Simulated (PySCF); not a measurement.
Gas phase, a single conformation, non-relativistic Hamiltonian, equivalent nuclei averaged. GFN2-xTB geometry; GIAO PBE0/pcSseg-1 shieldings; PySCF.

Referencing at the same level of theory: ¹H (σ = 31.72 ppm) and ¹³C (σ = 186.93 ppm) vs TMS. Shifts are as computed. Against solution values, carbons near 30 ppm lie about +3 ppm off and those near 130 ppm about +5 ppm. Of 1211 compounds with measured shifts, 218 miss one by over three times the rms of a fit or turn the order of signals round; such compounds aren't used in these exercises.

(1) Order these molecules by the shift of their most deshielded carbon-bound hydrogen, lowest δ first.
A. F/C=C\O[SiH2]CC(F)(F)F
B. [SiH3][SiH2]C1COC1
C. O=C1C=C(C2CCC2)CO1

(2) Order these molecules by the shift of their most deshielded carbon, lowest δ first.
A. O=C1C=C(C2CCC2)CO1
B. F/C=C\O[SiH2]CC(F)(F)F
C. [SiH3][SiH2]C1COC1
D. C=CO[SiH2]C[SiH3]

(3) How many ¹³C and ¹H signals does each give (equivalence by symmetry and fast rotation, but not about amide C–N or C=N bonds)? `F/C=C\O[SiH2]CC(F)(F)F`, `[SiH3][SiH2]C1COC1`, `C=CO[SiH2]C[SiH3]`, `O=C1C=C(C2CCC2)CO1`

Answers

(1) B (5.28 ppm, hydrogen on an sp3 CH2 bonded to O), C (5.84 ppm, hydrogen on an α carbon of a C=C–C=O unit), A (6.66 ppm, hydrogen on a β carbon of an enol-ether or enamine type C=C).

(2) C (75.9 ppm, sp3 CH2 bonded to O), B (144.9 ppm, β carbon of an enol-ether or enamine type C=C), D (156.6 ppm, alkene carbon bearing oxygen), A (181.7 ppm, β carbon of a C=C–C=O unit).

(3) F/C=C\O[SiH2]CC(F)(F)F: 4 C, 4 H; [SiH3][SiH2]C1COC1: 2 C, 5 H; C=CO[SiH2]C[SiH3]: 3 C, 6 H; O=C1C=C(C2CCC2)CO1: 7 C, 7 H.
